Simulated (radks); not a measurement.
All-electron atom: neutral tellurium in [Kr] 4d10 5s2 5p4. Calculated with a radial shooting solver on a logarithmic mesh with Libxc functionals: Dirac Kohn-Sham, PBE, spin-unpolarised, spherical densities, point nucleus; open shells are shared between the two j in proportion to 2j + 1. Some entries of the table are withheld. Estimate them.

orbital,occ.,eigenvalue (eV),<r^2> (bohr^2)
1s1/2,2,(1),0.001048
2s1/2,2,-4845.294,0.01688
2p1/2,2,-4539.495,0.01250
2p3/2,4,-4265.005,0.01379
3s1/2,2,(2),0.1185
3p1/2,2,-838.5744,0.1133
3p3/2,4,-787.4146,0.1215
3d3/2,4,-565.7985,0.1030
3d5/2,6,-555.1014,0.1054
4s1/2,2,-164.2332,0.6611
4p1/2,2,(3),(4)
4p3/2,4,(5),(6)
4d3/2,4,(7),1.095
4d5/2,6,(8),1.123
5s1/2,2,-15.0922,(9)
5p1/2,1.33333,-6.4999,7.741
5p3/2,2.66667,-5.7076,8.566

Answer. 
(1) 1s1/2 eigenvalue (eV): -31606.86
(2) 3s1/2 eigenvalue (eV): -964.2644
(3) 4p1/2 eigenvalue (eV): -121.0473
(4) 4p1/2 <r^2> (bohr^2): 0.7331
(5) 4p3/2 eigenvalue (eV): -111.3369
(6) 4p3/2 <r^2> (bohr^2): 0.7863
(7) 4d3/2 eigenvalue (eV): -42.4854
(8) 4d5/2 eigenvalue (eV): -41.0187
(9) 5s1/2 <r^2> (bohr^2): 4.947
